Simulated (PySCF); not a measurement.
CF2I, SMILES F[C](I)F (connectivity only; charge and spin as stated), charge +1, multiplicity 1. Geometry: B3LYP-D3(BJ)/def2-SVP. The multiplicity is an assumed one; other spin states were not compared. The isomer is the one that the SMILES or the coordinates give; other isomers of the formula were not compared. The def2 effective core potentials stand for the cores of I; spin–orbit coupling is left out.

All values below come from B3LYP-D3(BJ)/def2-SVP (PySCF).

Harmonic wavenumbers (cm⁻¹): 307, 351, 568, 720, 1366, 1508. Rotational constants (GHz): 11.88, 2.156, 1.825; symmetry number 2.

Problem. Work out the zero-point energy and the ideal-gas rigid-rotor harmonic-oscillator thermochemistry at 298.15 K and 1 atm.

Solution. ZPE = ½ Σ hcν = ½ × 4820 cm⁻¹ = 28.83 kJ/mol. H − E(el) = 41.55 kJ/mol. Entropy in J/(mol K): translation 173.29, rotation 104.41, vibration 14.07, total 291.78. G − E(el) = -45.44 kJ/mol. Cp = 55.51 J/(mol K).
